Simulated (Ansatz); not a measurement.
Computed with Ansatz.

A structure relaxed at PBE0-D4/def2-TZVP, charge 0, multiplicity 1:

```xyz
12

C     1.8395   -0.9500   -1.1967
C     0.6119   -0.4408   -1.1982
Si   -0.5704   -0.5278    0.2207
Si   -1.0831    1.5317    1.1937
Br    0.2654   -1.8484    1.8049
Br   -2.4796   -1.3997   -0.5302
H     2.4995   -0.8502   -2.0534
H     2.2314   -1.4923   -0.3417
H     0.2593    0.0896   -2.0821
H    -2.0993    1.3232    2.2556
H     0.1498    2.1222    1.7771
H    -1.6244    2.4426    0.1503
```

Q: Give its formula and SMILES.

A: C2H6Br2Si2, `C=C[Si]([SiH3])(Br)Br`.

Q: Summarise the bond lengths by kind.

A: 1 × C–C 1.329 Å; 3 × C–H 1.086 to 1.089 Å; 1 × C–Si 1.849 Å; 1 × Si–Si 2.335 Å; 2 × Br–Si 2.225 to 2.229 Å; 3 × H–Si 1.485 to 1.487 Å.
